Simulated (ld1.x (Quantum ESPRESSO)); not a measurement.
# Before and after: PAW potential for vanadium (V)

```json
{"Element": "vanadium", "Generator": "ld1.x (Quantum ESPRESSO) 7.5", "Type": "PAW", "Functional": "PBE", "Relativity": "scalar-relativistic", "Frozen core": "[Ne] 3s2", "Valence charge": "11", "Reference configuration": "3p6 3d3 4s1.5 4p0.5", "Partial waves": "4s (bound): rcut 2.55, rcutus 2.95 bohr; 4s channel at 2.55 Ry: rcut 2.55, rcutus 2.95 bohr; 3p (bound): rcut 1.50, rcutus 1.65 bohr; 4p (bound): rcut 1.50, rcutus 1.65 bohr; 3d (bound): rcut 1.55, rcutus 2.10 bohr; 3d channel at 1.05 Ry: rcut 1.55, rcutus 2.10 bohr", "Local potential": "all-electron potential smoothed inside 1.50 bohr (lloc = -2)", "Core correction": "Bessel-smoothed model core, default radius (core density twice the valence density)", "Augmentation charge": "BESSEL, radius 1.45 bohr"}
```

Change: waves 4s (bound): rcut 2.55, rcutus 2.92 bohr; 4s channel at 2.55 Ry: rcut 2.55, rcutus 2.92 bohr.

Cutoffs: the cutoffs (Ry, on a coarse ladder) from which the occupation-weighted sum of valence levels, in a spherical-Bessel basis at the reference potential, stays within 10 and 1 mRy of its value at 400 Ry; they do not see the model core or the augmentation charge, which bear on the density cutoff. Errors are all-electron minus pseudo energies relative to the spin-unpolarised reference configuration.

Problem. How do hardness, ghosts and transferability respond?

Solution. The potential gets neither clearly harder nor softer (35 Ry and 55 Ry → 35 Ry and 55 Ry); of the 7 tests that both files solve, the error grows in 0 and shrinks in 7 by more than 15 % and 0.3 meV (median size 2.3 → 1.2 meV); neither file shows a bound ghost. Less of the atom is replaced, so other configurations are described better.

| quantity | base | changed |
| --- | --- | --- |
| cutoff, loose | 35 Ry | 35 Ry |
| cutoff, tight | 55 Ry | 55 Ry |
| bound ghosts | none | none |
| error for 3p6 3d3 4s2 4p0, meV [ΔE -1.65 eV] | +1.6 | +1.2 |
| error for 3p6 3d3 4s1 4p0, meV [ΔE 6.08 eV] | +0.7 | +0.3 |
| error for 3p6 3d3 4s0 4p0, meV [ΔE 20.38 eV] | +12 | +9.2 |
| error for 3p6 3d3 4s0 4p1, meV [ΔE 10.19 eV] | +12 | +9.0 |
| error for 3p5 3d3 4s2 4p0, meV [ΔE 49.30 eV] | +94 | +75 |
| error for 3p6 3d3 4s1 4p1, meV [ΔE 1.70 eV] | +1.3 | +0.9 |
| error for 3p6 3d4 4s1 4p0, meV [ΔE -1.07 eV] | +2.3 | +0.3 |
| lowest overlap eigenvalue by channel | s 0.68, p 0.13, d 0.20 | s 0.70, p 0.13, d 0.20 |
